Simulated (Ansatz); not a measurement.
Isolated molecules relaxed with PBE0-D4/def2-TZVP in Ansatz; ΔE leaves out vibrations. CCSD(T)/CBS is the MP2 limit (def2-TZVPP, def2-QZVPP) plus CCSD(T) − MP2 in def2-TZVPP, frozen cores. Functionals use def2-TZVPP. B3LYP here is the variant with VWN-RPA as its local correlation; programs differ in this. def2 core potentials past Kr. For Sn outer-core shells are correlated without core-valence functions, which leaves a few kJ/mol of doubt a bond. Each species was taken in one conformer, which may not be the lowest.

Reaction (substitution at a C–Al bond): `[CH3][Al]1[CH2][S]1` + `[OH][Sn]([OH])([F])[F]` → `C[O][Sn]([OH])([F])[F]` + `[CH2]1[AlH][S]1`

```json
{"level": "B3LYP", "ΔE (eV)": "1.10"}
{"level": "CCSD(T)/def2-TZVPP", "ΔE (eV)": "1.12"}
```

(1) What does CCSD(T)/CBS give? (Best estimate.)

Largest T1 diagnostic among the species: 0.015.

Results:

(1) Ansatz gave: +1.14 eV. The listed levels differ from it by -0.04, -0.02 eV.

At CCSD(T), def2-SVP lies −0.23 eV from the extrapolated value and def2-TZVPP −0.02 eV. Leaving LDA and LC-ωPBE aside and taking each functional with its dispersion term where it has one, the values, not all of them listed here, spread over 0.13 eV, from BLYP-D4 to r2SCAN0-D4.
